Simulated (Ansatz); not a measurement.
Calculated with Ansatz (gas phase, PBE0-D4/def2-TZVP geometries, no zero-point term in ΔE). CCSD(T)/CBS is the MP2 limit (def2-TZVPP, def2-QZVPP) plus CCSD(T) − MP2 in def2-TZVPP, frozen cores. Functionals use def2-TZVPP. B3LYP here is the variant with VWN-RPA as its local correlation; programs differ in this. def2 core potentials past Kr. For I, Zr outer-core shells are correlated without core-valence functions, which leaves a few kJ/mol of doubt a bond. Each species was taken in one conformer, which may not be the lowest.

`CCNCN` + `[CH3][Zr]([OH])([I])[I]` → `C[O][Zr]([CH3])([I])[I]` + `CNCN`  (substitution at a C–C bond)

| level | ΔE (kJ/mol) |
| --- | --- |
| B3LYP-D4 | 32.1 |
| ωB97X-V | 37.6 |
| B3LYP | 31.1 |
| MP2/def2-TZVPP | 39.1 |
| CCSD/def2-TZVPP | 37.5 |
| CCSD(T)/def2-TZVPP | 36.2 |
| SCS-MP2/def2-QZVPP | 38.4 |
| MP2/CBS(def2) | 44.4 |

What does CCSD(T)/CBS give? (Estimate.)

Ansatz gave: +41.5 kJ/mol. The listed levels differ from it by -9.4, -3.9, -10.4, -2.4, -4.0, -5.3, -3.1, 2.9 kJ/mol.

Largest T1 diagnostic among the species: 0.014.

In def2-TZVPP, CCSD(T) changes the Hartree–Fock value by +3.5 kJ/mol (the triples alone add −1.2 kJ/mol) and MP2 by +6.4 kJ/mol. From PBE to PBE0 (25 % exact exchange), in def2-TZVPP and without D4, ΔE moves by +4.1 kJ/mol.
